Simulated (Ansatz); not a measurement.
`C[O][Ta]([CH3])(=[S])[Cl]` at its PBE0-D4/def2-TZVP geometry, where that method's forces vanish. The species carries charge 0 and has multiplicity 1. Ta takes the def2 core potential.

```xyz
12

C    -1.9117    0.4812   -1.2601
O    -1.0938    0.0426   -0.2037
Ta    0.3920   -0.9243    0.3381
C     1.7279    0.5191    1.1813
S     1.4211   -1.6868   -1.3984
Cl   -0.0582   -2.5451    1.9124
H    -1.9787    1.5709   -1.2297
H    -2.9116    0.0585   -1.1407
H    -1.4919    0.1665   -2.2185
H     1.2608    0.9816    2.0594
H     1.9872    1.3053    0.4671
H     2.6570    0.0305    1.4927
```

(1) What forces (eV/Å) does PBE-D4/def2-TZVPP give on these atoms in Ansatz? (Estimate.)

Answers

(1) Computed: 
```
C1  -0.113  0.052 -0.146
O2  -0.103  0.115  0.184
Ta3  0.055 -0.063  0.415
C4  -0.032 -0.019 -0.032
S5   0.243 -0.177 -0.431
Cl6 -0.038 -0.161  0.135
H7  -0.027  0.235 -0.006
H8  -0.224 -0.080  0.011
H9   0.079 -0.060 -0.219
H10 -0.085  0.089  0.161
H11  0.064  0.159 -0.128
H12  0.182 -0.088  0.056
```
